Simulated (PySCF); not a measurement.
Species: C₂H₈BNO₂.
Cartesian coordinates in Å at the PBE0-D3(BJ)/def2-SVP level; atoms count from 1:
```
atom  x, y, z in Å
C1    -0.5568    1.2921   -0.4120
N2    -0.0778   -0.0608   -0.3396
C3    -1.0965   -1.0624   -0.1822
B4     1.2971   -0.3827   -0.4178
O5     2.2044    0.6467   -0.5586
O6     1.6639   -1.7106   -0.3492
H7    -1.1070    1.5793    0.5048
H8     0.2848    1.9844   -0.5376
H9    -1.2502    1.4328   -1.2634
H10   -0.6415   -2.0592   -0.1301
H11   -1.6843   -0.9017    0.7422
H12   -1.8121   -1.0524   -1.0267
H13    3.1189    0.3644   -0.6094
H14    2.6080   -1.8663   -0.4047
```

Level of theory: PBE0-D3(BJ)/def2-SVP geometry optimisation, gas phase (PySCF 2.14.0).

Masses are those of the commonest isotopes; rigid-rotor values at the optimised geometry. The values belong to one conformer with, in the numbering `[CH3:1][N:2]([CH3:3])[B:4]([OH:5])[OH:6]`, N2–B4–O5–H 180°, N2–B4–O6–H 180°.

Problem. Give the principal moments of inertia and the rotational constants in cm⁻¹.

Solution. Ia = 103.66, Ib = 157.96, Ic = 255.23 u·Å²; 505379 MHz·u·Å²/I gives 4875, 3199 and 1980 MHz, that is A = 0.16262, B = 0.10672, C = 0.06605 cm⁻¹.

Problem. Classify the top.

Solution. An asymmetric top; Ray's κ = -0.158.

Problem. What does the inertial defect say?

Solution. Not planar: Δ = Ic − Ia − Ib = -6.39 u·Å². For a rigid frame Δ = −2 Σ m c², so Σ m c² = 3.19 u·Å² lies off the ab plane, practically all of it from hydrogen. The atom farthest from that plane is 0.89 Å away.

Problem. Give the other two planar moments, Paa and Pbb, and the rms extents of the mass along the axes.

Solution. Paa = Σ m a² = (Ib + Ic − Ia)/2 = 154.76 and Pbb = Σ m b² = (Ia + Ic − Ib)/2 = 100.47 u·Å². With the mass M = 89.06 u, the rms extents √(P/M) along a, b and c are 1.32, 1.06, 0.19 Å.

Problem. Where do the levels up to J = 4 lie, in MHz?

Solution. Above 0(0,0):
J = 1: 1(0,1) 5180, 1(1,1) 6855, 1(1,0) 8075
J = 2: 2(0,2) 15074, 2(1,2) 15995, 2(1,1) 19653, 2(2,1) 24681, 2(2,0) 25145
J = 3: 3(0,3) 29076, 3(1,3) 29454, 3(1,2) 36649, 3(2,2) 40219, 3(2,1) 42221, 3(3,1) 51899, 3(3,0) 52019
J = 4: 4(0,4) 46931, 4(1,4) 47059, 4(1,3) 58490, 4(2,3) 60563, 4(2,2) 65402, 4(3,2) 73291, 4(3,1) 74053, 4(4,1) 88739, 4(4,0) 88764

Problem. Which types of transition are allowed, and where do some lines up to J = 5 fall?

Solution. The dipole components are |μa| = 1.87 D, |μb| = 0.00 D, |μc| = 0.00 D; the symmetry axis of this C2v structure is a, so μb and μc vanish by symmetry and there are no b-type or c-type lines. Some of the stronger lines:

| type | branch | J(Ka,Kc) | MHz | lower level (cm⁻¹) |
| --- | --- | --- | --- | --- |
| a | Q | 2(2,0) ← 2(2,1) | 464 | 0.823 |
| a | Q | 3(2,1) ← 3(2,2) | 2001 | 1.342 |
| a | Q | 5(3,2) ← 5(3,3) | 2507 | 3.333 |
| a | R | 1(0,1) ← 0(0,0) | 5180 | 0.000 |
| a | Q | 3(1,2) ← 3(1,3) | 7196 | 0.982 |
| a | R | 2(1,2) ← 1(1,1) | 9140 | 0.229 |
| a | Q | 4(1,3) ← 4(1,4) | 11431 | 1.570 |
| a | R | 2(1,1) ← 1(1,0) | 11578 | 0.269 |
| a | R | 3(0,3) ← 2(0,2) | 14002 | 0.503 |
| a | R | 3(2,2) ← 2(2,1) | 15539 | 0.823 |
| a | R | 3(2,1) ← 2(2,0) | 17076 | 0.839 |
| a | R | 4(2,3) ← 3(2,2) | 20344 | 1.342 |
| a | R | 5(0,5) ← 4(0,4) | 21733 | 1.565 |
| a | R | 4(3,1) ← 3(3,0) | 22034 | 1.735 |
| a | R | 4(2,2) ← 3(2,1) | 23181 | 1.408 |
| a | R | 5(2,4) ← 4(2,3) | 24879 | 2.020 |
| a | R | 5(1,4) ← 4(1,3) | 25991 | 1.951 |
| a | R | 5(3,3) ← 4(3,2) | 26639 | 2.445 |
| a | R | 5(4,2) ← 4(4,1) | 26916 | 2.960 |
| a | R | 5(3,2) ← 4(3,1) | 28384 | 2.470 |
| a | R | 5(2,3) ← 4(2,2) | 28853 | 2.182 |

No PBE0-D3(BJ)/def2-SVP frequencies stand behind this structure, so it isn't proved a minimum. These are rigid-rotor constants of the computed structure; measured ground-state constants (B0) also hold zero-point vibration. A rigid rotor knows nothing of internal rotation, which can split or shift real lines. Quadrupole hyperfine structure (11B, 14N) is left out.
